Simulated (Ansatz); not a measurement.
C₅H₁₄O₂Si, singlet, geometry from GFN2-xTB; PBE/6-31G (Ansatz, an electronic-structure program).

Here is a job for Ansatz.
Ansatz 0.2 input:
```yaml
crystal:
  periodic: [false, false, false]
  atoms:
    - {symbol: Si, position_ang: [0.06040446, -1.08594883, 0.38606656]}
    - {symbol: C, position_ang: [-0.64661609, -2.37946835, -0.80038166]}
    - {symbol: O, position_ang: [-1.00725902, 0.02071514, 0.92308330]}
    - {symbol: C, position_ang: [-1.84190591, 0.89365459, 0.20669717]}
    - {symbol: C, position_ang: [-2.49410824, 1.87533876, 1.16934257]}
    - {symbol: O, position_ang: [1.27231125, -0.44787467, -0.49246647]}
    - {symbol: C, position_ang: [2.07923318, 0.65568265, -0.17519698]}
    - {symbol: C, position_ang: [2.59971576, 1.29363643, -1.45504093]}
    - {symbol: H, position_ang: [0.46998101, -1.57966187, 1.69511181]}
    - {symbol: H, position_ang: [-0.90975952, -1.95168858, -1.76405433]}
    - {symbol: H, position_ang: [-1.54172500, -2.82251161, -0.37599970]}
    - {symbol: H, position_ang: [0.06182869, -3.17971676, -0.98123172]}
    - {symbol: H, position_ang: [-1.25737982, 1.43578200, -0.54742763]}
    - {symbol: H, position_ang: [-2.61076608, 0.31085247, -0.31551604]}
    - {symbol: H, position_ang: [-3.07225218, 1.33297061, 1.91251508]}
    - {symbol: H, position_ang: [-3.15104801, 2.54962564, 0.62632650]}
    - {symbol: H, position_ang: [-1.73192187, 2.45576867, 1.68289606]}
    - {symbol: H, position_ang: [1.50612180, 1.38509934, 0.40935889]}
    - {symbol: H, position_ang: [2.91641887, 0.31085366, 0.44385534]}
    - {symbol: H, position_ang: [1.76898744, 1.64375273, -2.06274217]}
    - {symbol: H, position_ang: [3.24548671, 2.13448130, -1.21660037]}
    - {symbol: H, position_ang: [3.16203580, 0.56188788, -2.02887932]}
basis:
  gaussian:
    orbitals: 6-31G
hamiltonian:
  xc: pbe
```

The log (banner, timings and long lists left out):

```
Functional definition: PBE
1373 factors; integrals over basis functions are off by at most 1.9e-4 eV
mean field evaluation 1: about -17346.4577 eV, gradient 9.5e1 eV
mean field evaluation 2: about -17310.0106 eV, gradient 1.6e2 eV
mean field evaluation 4: about -17366.3283 eV, gradient 8.3e0 eV
mean field evaluation 8: about -17366.4314 eV, gradient 1.3e-1 eV
mean field evaluation 16: about -17366.4315 eV, gradient 3.5e-5 eV
mean field -17366.43145935 eV, -638.2045847412 hartree, gradient 3.5e-5 eV, S^2 0.000000; 0 other end points of the search recorded, 0 dependent functions left out
reference -17366.43149617 eV, -638.2045860941 hartree; 37, 37 occupied and 67, 67 virtual orbitals, 1373 factors
Total energy: -17366.43149617 eV, -638.2045860941 hartree
```
